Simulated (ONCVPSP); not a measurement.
# What one change does to a pseudopotential (Lu, ONCV)

* Element: lutetium
* Generator: ONCVPSP 4.0.1
* Type: optimised norm-conserving Vanderbilt (ONCV)
* Functional: LDA (Perdew-Zunger)
* Relativity: scalar-relativistic
* Frozen core: [Kr] 4d10 4f14
* Valence charge: 11
* Reference configuration: 5s2 5p6 5d2 6s1
* Partial waves: 5s+6s: rc 2.25 bohr, ncon 4, nbas 7, qcut 7 1/bohr, 2 projectors; 5p: rc 1.90 bohr, ncon 4, nbas 8, qcut 7.5 1/bohr, 1 projector; 5d: rc 2.90 bohr, ncon 5, nbas 9, qcut 6.6 1/bohr, 2 projectors, debl 4 Ha; f scattering state at 0.02 Ha: rc 2.45 bohr, ncon 4, nbas 9, qcut 4.1 1/bohr, 2 projectors, debl 2.9 Ha
* Local potential: polynomial inside 1.55 bohr (lpopt 5, dvloc0 1 Ha)
* Core correction: polynomial model core, fcfact 0.55

Change: functional PBEsol.

Cutoffs: the cutoffs (Ha) at which the residual kinetic energy of the hardest occupied pseudo-wave falls to 1 and 0.1 mHa per electron; they do not see the model core or the augmentation charge, which bear on the density cutoff. Errors are all-electron minus pseudo energies relative to the spin-unpolarised reference configuration.

Task: Predict the effect on cutoff, ghosts and configuration errors.

Result: The potential gets neither clearly harder nor softer (16 Ha and 21 Ha → 16 Ha and 21 Ha); the errors of the 3 common tests hardly move; neither file shows a bound ghost.

| quantity | base | changed |
| --- | --- | --- |
| cutoff, loose | 16 Ha | 16 Ha |
| cutoff, tight | 21 Ha | 21 Ha |
| loose cutoff by channel | s 13 Ha, p 16 Ha, d 10 Ha | s 13 Ha, p 16 Ha, d 10.0 Ha |
| bound ghosts | none | none |
| GHOST(+) flags under 300 eV | none | none |
| tests with a reliable result | 3 of 4 | 3 of 4 |
| error for 5s2 5p6 5d1 6s2, meV [ΔE -3.00 → -3.01 eV] | -2.0 | -2.1 |
| error for 5s2 5p6 5d1 6s1, meV [ΔE 4.58 → 4.38 eV] | -9.8 | -9.3 |
| error for 5s2 5p6 5d0 6s2, meV [ΔE 2.49 → 2.29 eV] | -46 | -46 |
| s: phases at 2.28 bohr within 0.05 rad from the reference energy up to (Ha; the scan ends near 5) | 4.1 | 4.2 |
| p: phases at 1.93 bohr within 0.05 rad from the reference energy up to (Ha; the scan ends near 5) | 1.1 | 1.2 |
| d: phases at 2.95 bohr within 0.05 rad from the reference energy up to (Ha; the scan ends near 5) | to the end of the scan | to the end of the scan |
| f: phases at 2.48 bohr within 0.05 rad from the reference energy up to (Ha; the scan ends near 5) | 0.3 | 0.3 |
| rms error of d²Exc/dni dnj with the model core, mHa | 0.41 | 0.92 |

Base: The cutoffs count occupied waves only; projector 2 of the f channel, the hardest unoccupied one, needs 91 Ha at the loose tolerance. Changed file: The cutoffs count occupied waves only; projector 2 of the f channel, the hardest unoccupied one, needs 90 Ha at the loose tolerance.
